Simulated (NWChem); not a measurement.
System: BeSiH4O; SMILES [BeH][O][SiH3]

Input file for NWChem:

```
start job
memory heap 200 mb stack 900 mb global 1100 mb
geometry units angstroms noautoz
  Be    -0.038030    -2.133734     0.009149
  H     -0.049761    -3.462201     0.014106
  O     -0.026798    -0.726055     0.003105
  Si    -0.012947     0.919300    -0.001777
  H     -0.644670     1.435676    -1.245465
  H      1.385504     1.421391     0.067099
  H     -0.766480     1.443403     1.168713
end
basis spherical
  * library def2-svp
end
dft
  xc xctpssh
  iterations 150
  mulliken
end
task dft energy
```

Coordinates come from a B3LYP/6-31G* (spherical d) optimisation.

Question: What results follow from this input? (TPSSh/def2-SVP.) Quantities: energy (Ha); highest occupied level (eV); orbital gap (eV); dipole (D).

Answer: 
| Item | Value |
|---|---|
| energy (Ha) | -381.81 |
| highest occupied level (eV) | -8.32 |
| orbital gap (eV) | 8.34 |
| dipole (D) | 0.61 |
